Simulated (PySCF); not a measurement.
## Ne²⁺ (neon, charge +2) across methods

[He] 2s1 2p5, high-spin 3P determinant (an excited configuration). Calculation: PySCF 2.14, in aug-cc-pCVTZ-DK (7s6p4d2f, 59 functions); the spin-free X2C one-electron Hamiltonian (Gaussian nucleus).

```csv
method,E (hartree),mean ε 2s α (eV),mean ε 2p α (eV),mean ε 2p β (eV),Σ⟨r²⟩ (bohr²),⟨S²⟩
UHF,-125.52420,-99.615,-69.932,-60.410,5.067,2.003
LDA,-125.1801,-79.571,-56.567,-51.961,5.133,2.001
PBE0,-125.8185,-85.194,-60.104,-54.479,5.091,2.001
BHandHLYP,-125.8734,-90.071,-63.574,-56.988,5.087,2.002
r2SCAN,-125.8732,-82.751,-57.803,-52.517,5.070,2.002
PBE,-125.8351,-80.111,-56.553,-52.018,5.115,2.001
PW91,-125.9082,-80.181,-56.693,-52.180,5.112,2.001
r2SCANh,-125.8644,-84.463,-59.083,-53.441,5.067,2.002
```

Task: Estimate the same row for M06.

Result: E (hartree) = -125.9001; mean ε 2s α (eV) = -85.058; mean ε 2p α (eV) = -60.002; mean ε 2p β (eV) = -54.629; Σ⟨r²⟩ (bohr²) = 5.051; ⟨S²⟩ = 2.002.
